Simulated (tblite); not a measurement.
Compound: C4H5BrO2Si.
Bonds: O1–C2 (double), C2–O3, O3–C4, C4–C5, C5–C6 (double), C6–Si7, Si7–Br8, C2–C6. Hydrogens: H9, H10 on C4; H11 on C5; H12, H13 on Si7.

Computed with GFN2-xTB (tblite), gas phase: L-BFGS steps from a force-field or distance-geometry start until the largest atomic force falls under 0.01 eV/Å.

Step 26: E = -683.0178 eV
```
atom  x, y, z in Å  |  force x, y, z in eV/Å
O1      0.1152    2.2900    0.7047    0.026   0.062  -0.008
C2     -0.4025    1.2582    0.3830    0.013   0.016   0.012
O3     -1.7391    1.0549    0.3714    0.004   0.020   0.019
C4     -2.0201   -0.2603   -0.0530   -0.012   0.016   0.009
C5     -0.6851   -0.8714   -0.3217    0.009  -0.012  -0.006
C6      0.2712    0.0209   -0.0673    0.002   0.004  -0.004
Si7     2.1368   -0.0356   -0.2147    0.007  -0.004   0.027
Br8     2.9312   -0.8457    1.6905   -0.037  -0.017  -0.076
H9     -2.5726   -0.7830    0.7355   -0.004  -0.023   0.009
H10    -2.6519   -0.2188   -0.9475   -0.008  -0.027  -0.015
H11    -0.5788   -1.8831   -0.6631   -0.010  -0.043  -0.017
H12     2.7221    1.2789   -0.3809   -0.027  -0.005  -0.002
H13     2.4693   -1.0047   -1.2545    0.036   0.014   0.054
```

Step 27: E = -683.0185 eV
```
atom  x, y, z in Å  |  force x, y, z in eV/Å
O1      0.1203    2.2887    0.7007    0.028   0.097  -0.002
C2     -0.4006    1.2586    0.3806   -0.007  -0.057   0.005
O3     -1.7372    1.0556    0.3701   -0.017   0.026   0.024
C4     -2.0202   -0.2606   -0.0519   -0.022   0.041   0.017
C5     -0.6869   -0.8730   -0.3219    0.020  -0.010  -0.016
C6      0.2699    0.0187   -0.0679    0.021   0.005  -0.022
Si7     2.1348   -0.0346   -0.2153    0.033  -0.017   0.019
Br8     2.9256   -0.8464    1.6898   -0.031  -0.023  -0.062
H9     -2.5700   -0.7830    0.7390   -0.009  -0.014   0.007
H10    -2.6547   -0.2189   -0.9446   -0.007  -0.031  -0.012
H11    -0.5827   -1.8844   -0.6653   -0.005  -0.041  -0.010
H12     2.7189    1.2807   -0.3761   -0.027   0.003  -0.006
H13     2.4783   -1.0008   -1.2548    0.022   0.021   0.057
```

Step 28: E = -683.0192 eV
```
atom  x, y, z in Å  |  force x, y, z in eV/Å
O1      0.1255    2.2883    0.6959    0.016   0.092  -0.003
C2     -0.3983    1.2589    0.3786   -0.018  -0.096  -0.003
O3     -1.7353    1.0568    0.3692   -0.025   0.019   0.027
C4     -2.0205   -0.2604   -0.0505   -0.021   0.047   0.020
C5     -0.6885   -0.8748   -0.3224    0.019  -0.001  -0.022
C6      0.2690    0.0163   -0.0687    0.029   0.007  -0.037
Si7     2.1333   -0.0339   -0.2157    0.042  -0.016   0.002
Br8     2.9189   -0.8478    1.6879   -0.015  -0.037  -0.026
H9     -2.5672   -0.7831    0.7428   -0.012   0.001   0.002
H10    -2.6579   -0.2194   -0.9415   -0.001  -0.030  -0.001
H11    -0.5870   -1.8864   -0.6679   -0.001  -0.020   0.003
H12     2.7146    1.2826   -0.3712   -0.023   0.015  -0.009
H13     2.4890   -0.9964   -1.2542    0.009   0.019   0.049
```

Step 29: E = -683.0197 eV
```
atom  x, y, z in Å  |  force x, y, z in eV/Å
O1      0.1288    2.2889    0.6916   -0.005   0.045  -0.011
C2     -0.3966    1.2586    0.3775   -0.014  -0.075  -0.009
O3     -1.7341    1.0581    0.3691   -0.015   0.003   0.025
C4     -2.0210   -0.2596   -0.0491   -0.010   0.029   0.016
C5     -0.6894   -0.8761   -0.3231    0.007   0.011  -0.021
C6      0.2688    0.0144   -0.0695    0.022   0.008  -0.043
Si7     2.1331   -0.0338   -0.2160    0.031  -0.001  -0.010
Br8     2.9133   -0.8499    1.6859    0.002  -0.050   0.012
H9     -2.5652   -0.7830    0.7458   -0.011   0.013  -0.002
H10    -2.6604   -0.2202   -0.9390    0.006  -0.024   0.009
H11    -0.5902   -1.8883   -0.6699    0.000   0.007   0.014
H12     2.7104    1.2843   -0.3678   -0.016   0.027  -0.011
H13     2.4981   -0.9928   -1.2530    0.003   0.007   0.032
```

Problem. Estimate the geometry and energy of step 30. (The exact step hangs on the optimiser's Hessian estimate; all steps are aligned on step 29, rigid shifts and turns removed.)

Solution. E = -683.0200 eV, largest force 0.065 eV/Å
```
atom  x, y, z in Å  |  force x, y, z in eV/Å
O1      0.1300    2.2896    0.6883   -0.021  -0.009  -0.019
C2     -0.3956    1.2579    0.3771   -0.002  -0.020  -0.012
O3     -1.7336    1.0589    0.3695    0.001  -0.012   0.021
C4     -2.0213   -0.2585   -0.0480    0.003   0.003   0.009
C5     -0.6897   -0.8766   -0.3240   -0.006   0.019  -0.015
C6      0.2693    0.0134   -0.0707    0.008   0.008  -0.039
Si7     2.1338   -0.0340   -0.2163    0.014   0.015  -0.008
Br8     2.9098   -0.8523    1.6848    0.011  -0.056   0.031
H9     -2.5642   -0.7826    0.7475   -0.010   0.016  -0.002
H10    -2.6621   -0.2210   -0.9372    0.010  -0.015   0.013
H11    -0.5921   -1.8894   -0.6710   -0.001   0.025   0.019
H12     2.7072    1.2857   -0.3660   -0.010   0.032  -0.011
H13     2.5042   -0.9906   -1.2519    0.003  -0.007   0.013
```

The energy changes by -0.0003 eV. The first-order estimate −F·Δx gives -0.0005 eV and the mean of the old and new forces, exact on a quadratic surface, -0.0004 eV. The step makes an angle of 72° with the force vector and moves no atom by more than 0.007 Å.

What follows is the cost of the whole relaxation. On one thread, Arm Neoverse N1 (aarch64), on a shared host, this took 1.4 s wall.
